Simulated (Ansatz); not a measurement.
Basis-set extrapolation for `[CH]=C[Si](F)(Cl)Cl` radical (PBE0-D4/def2-TZVP geometry, frozen core, Ansatz 0.2.0). Multiplicity 2, UHF reference.

|  | def2-TZVPP | def2-QZVPP |
| --- | --- | --- |
| HF | -1384.495747 | -1384.538378 |
| MP2 correlation | -1.007078 | -1.099724 |
| CCSD(T) correlation | -1.110675 | not run |

Energies in hartree. Use E(X) = E(∞) + A·exp(−7.88·√X) for Hartree–Fock and E(X) = E(∞) + B·X^(−2.97) for correlation, with X = 3 and 4, and add CCSD(T) minus MP2 of the smaller set to the MP2 limit.

**Question.** What is the CCSD(T) energy at the basis-set limit?

**Answer.** HF limit: -1384.538378 + (-0.042631) × 0.13774 = -1384.54425. MP2 limit: -1.099724 + (-0.092646) × 0.74074 = -1.16835. Higher-order term: -1.110675 − (-1.007078) = -0.10360. Total: -1385.81620 hartree, 550.8 kJ/mol below CCSD(T)/def2-TZVPP.

The UHF reference is spin-contaminated (⟨S²⟩ = 0.92, T1 = 0.025).
